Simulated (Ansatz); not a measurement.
This Ansatz (a first-principles code) input (PBE0/aug-pcseg-2) gives -75.01723 Eh with 46 basis functions. A basis named .json is the Basis Set Exchange file of that set (core-valence sets with the plain set on hydrogen).

Ansatz 0.2 input:
```yaml
crystal:
  periodic: [false, false, false]
  atoms:
    - {symbol: O, position_ang: [0.00000000, 0.00000000, 0.00000000]}
basis:
  gaussian:
    orbitals: aug-pcseg-2
hamiltonian:
  xc: {name: PBE0}
magnetization: {spin_polarized: true, initial_magnetization: 2}
scf: {lower_state_search: full}
```

Change:
```diff
- orbitals: aug-pcseg-2
+ orbitals: 3-21G.json
```

Q: What does the run give now?

A: -74.58582 Eh (PBE0/3-21G, 9 functions), a change of +431.41 mEh.
